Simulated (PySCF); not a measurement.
# How methods differ on the excitation energy of La

La [Xe] 5d1 6s2 (2D) → La [Xe] 5d2 6s1 (4F), as a difference of total energies. All numbers are calculated (PySCF 2.14, scalar relativity through the core potential, in def2-QZVPPD with the def2 core potential (46 electrons) (7s5p4d3f2g, 81 functions)). The calculations carry no spin-orbit coupling.

```csv
method,excitation energy (cm⁻¹),error (cm⁻¹)
wB97M-V,3145.1,+280
r2SCAN0,-3438.3,-6303
```

Reference: 2864.6 cm⁻¹ (measured; NIST levels, between the centres of gravity of the two terms).
